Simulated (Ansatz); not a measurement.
`[NH2][Al]([NH2])[Br]` + HCl → `[NH2][Al]([NH2])[Cl]` + HBr  (ligand exchange at the Al–Br bond)

Gas-phase electronic energies from Ansatz, PBE0-D4/def2-TZVP geometries. CBS: MP2 limit from def2 TZ/QZ plus the TZ coupled-cluster correction, frozen cores. This one scheme is used for every species. Functionals use def2-TZVPP. B3LYP here is the variant with VWN-RPA as its local correlation; programs differ in this. HSE06 is defined as in plane-wave codes. For Br outer-core shells are correlated without core-valence functions, which leaves a few kJ/mol of doubt a bond. Scalar relativity is left out up to krypton. Each species was taken in one conformer, which may not be the lowest.

(1) Is it downhill or uphill in electronic energy at CCSD(T)/CBS, and by how much? (Estimate.)

(2) What do these levels give: PBE-D4, B3LYP-D4, r2SCAN0-D4, HSE06-D4, PBE-QIDH, PBE, r2SCAN, HF/def2-SVP, CCSD/def2-SVP, MP2/def2-TZVPP, SCS-MP2/def2-QZVPP, CCSD/CBS(def2)? (An estimate is asked.)

Largest T1 diagnostic among the species: 0.009.

Results:

(1) Ansatz gave: Nearly level: ΔE = +0.01 eV.

(2) The calculation gave: PBE-D4 0.00, B3LYP-D4 -0.02, r2SCAN0-D4 0.00, HSE06-D4 0.01, PBE-QIDH 0.02, PBE -0.01, r2SCAN -0.01, HF/def2-SVP -0.05, CCSD/def2-SVP -0.04, MP2/def2-TZVPP 0.02, SCS-MP2/def2-QZVPP 0.00, CCSD/CBS(def2) 0.01 eV.

At CCSD(T), def2-SVP lies −0.04 eV from the extrapolated value and def2-TZVPP −0.00 eV. Leaving LDA and LC-ωPBE aside and taking each functional with its dispersion term where it has one, the values, not all of them listed here, spread over 0.07 eV, from B97M-V to PBE-QIDH.
